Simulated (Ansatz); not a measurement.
Relaxation of CH$_{6}$Cl$_{2}$OSi (11 atoms, charge 0, multiplicity 1), to a largest force component of 0.03 eV/Å in at most 50 steps.

Computed with Ansatz 0.2.0, RKS B3LYP/cc-pVDZ.

```xyz
11
Properties=species:S:1:pos:R:3:forces:R:3
Si -0.821 0.806 -0.120 -0.05 0.07 0.12
O 0.386 -1.268 1.794 0.06 0.10 -0.01
Cl -1.913 1.958 -1.496 -0.01 0.02 -0.01
Cl 0.323 2.135 1.043 0.00 0.01 0.01
H -1.819 0.151 0.749 -0.02 -0.01 0.00
H 0.795 -1.426 0.930 0.03 -0.17 0.20
C 0.343 -0.282 -1.106 0.08 -0.04 -0.40
H 0.966 -0.594 2.187 -0.06 -0.05 0.00
H -0.157 -1.231 -1.388 0.10 0.15 0.06
H 0.620 0.248 -2.036 -0.04 -0.11 0.12
H 1.276 -0.497 -0.558 -0.10 0.04 -0.09
```

Problem. Where does it end, and by what steps?

Solution. The forces met the threshold. After 16 steps the energy has fallen by 0.149 eV; H6 moved furthest, 1.20 Å.

```json
{"step": "0", "energy less start (eV)": "0.0000", "largest force component (eV/Å)": "0.399", "accepted": "yes"}
{"step": "1", "energy less start (eV)": "-0.0349", "largest force component (eV/Å)": "0.976", "accepted": "yes"}
{"step": "2", "energy less start (eV)": "-0.0523", "largest force component (eV/Å)": "1.106", "accepted": "yes"}
{"step": "3", "energy less start (eV)": "-0.0772", "largest force component (eV/Å)": "0.674", "accepted": "yes"}
{"step": "4", "energy less start (eV)": "-0.1036", "largest force component (eV/Å)": "0.279", "accepted": "yes"}
{"step": "5", "energy less start (eV)": "-0.0851", "largest force component (eV/Å)": "1.129", "accepted": "no"}
{"step": "6", "energy less start (eV)": "-0.1146", "largest force component (eV/Å)": "0.089", "accepted": "yes"}
{"step": "7", "energy less start (eV)": "-0.1207", "largest force component (eV/Å)": "0.273", "accepted": "yes"}
{"step": "8", "energy less start (eV)": "-0.1327", "largest force component (eV/Å)": "0.095", "accepted": "yes"}
{"step": "9", "energy less start (eV)": "-0.1214", "largest force component (eV/Å)": "0.989", "accepted": "no"}
{"step": "10", "energy less start (eV)": "-0.1401", "largest force component (eV/Å)": "0.059", "accepted": "yes"}
{"step": "11", "energy less start (eV)": "-0.1427", "largest force component (eV/Å)": "0.149", "accepted": "yes"}
{"step": "12", "energy less start (eV)": "-0.1449", "largest force component (eV/Å)": "0.338", "accepted": "yes"}
{"step": "13", "energy less start (eV)": "-0.1322", "largest force component (eV/Å)": "0.452", "accepted": "no"}
{"step": "14", "energy less start (eV)": "-0.1478", "largest force component (eV/Å)": "0.102", "accepted": "yes"}
{"step": "15", "energy less start (eV)": "-0.1484", "largest force component (eV/Å)": "0.045", "accepted": "yes"}
{"step": "16", "energy less start (eV)": "-0.1488", "largest force component (eV/Å)": "0.029", "accepted": "yes"}
```

```xyz
11
Properties=species:S:1:pos:R:3
Si -0.877 0.810 -0.245
O 0.568 -1.201 1.830
Cl -2.013 2.097 -1.455
Cl 0.289 2.031 1.023
H -1.838 0.071 0.606
H 1.243 -1.886 1.948
C 0.246 -0.223 -1.320
H 0.985 -0.401 2.189
H -0.353 -0.865 -1.984
H 0.892 0.420 -1.934
H 0.857 -0.852 -0.657
```

Whether the end is a true minimum wasn't checked by a vibrational analysis.

Time of the run: 54 s on 2 threads of Intel(R) Xeon(R) Platinum 8488C (Sapphire Rapids), on a shared host, peak memory 0.3 GiB.
